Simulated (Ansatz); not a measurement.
Several settings on one geometry of Cu2Br (the lowest doublet isomer of a short search) (that of the charge 0 doublet, PBE0-D4/def2-TZVP). Ansatz on 4 threads of Arm Neoverse V2 on a shared host; times are rough.

```xyz
3

Cu    0.948    1.000   -0.054
Cu    0.404   -1.316    0.072
Br   -1.352    0.316   -0.018
```

Totals from different functionals, basis sets or treatments of relativity can't be compared as stabilities.

Scalar relativity in a set contracted without it gives distorted totals.

Problem. Give the basis size and estimate the energy, ⟨S²⟩, dipole and time of these runs.

```json
{"run": "1", "method": "UKS PBE-D3(BJ)-ATM/def2-SVPD", "charge": "0", "state": "doublet", "further keys": "fitting: {mean_field: def2-universal-jkfit}; scf: {omitted_lower_state_checks: [starts]}; forces asked"}
{"run": "2", "method": "UKS revPBE0-D3(BJ)-ATM/def2-SVPD", "charge": "0", "state": "doublet", "further keys": "point_charges: [{charge: 0.50, position_ang: [5.070, 0.200, -0.264]}]; pseudopotentials: {relativity: scalar}; scf: {lower_state_search: off}; forces asked"}
{"run": "3", "method": "UKS ωB97/cc-pVDZ", "charge": "0", "state": "doublet", "further keys": "forces asked"}
```

Solution. 
```json
{"run": "1", "functions": "109", "energy (Eh)": "-5853.5874", "⟨S²⟩": "0.75", "dipole (D)": "1.80", "wall time": "1.9 s"}
{"run": "2", "functions": "109", "energy (Eh)": "-5901.6406", "⟨S²⟩": "0.76", "dipole (D)": "1.27", "wall time": "2.6 s"}
{"run": "3", "functions": "113", "energy (Eh)": "-5855.7140", "⟨S²⟩": "0.77", "dipole (D)": "1.62", "wall time": "13 s"}
```
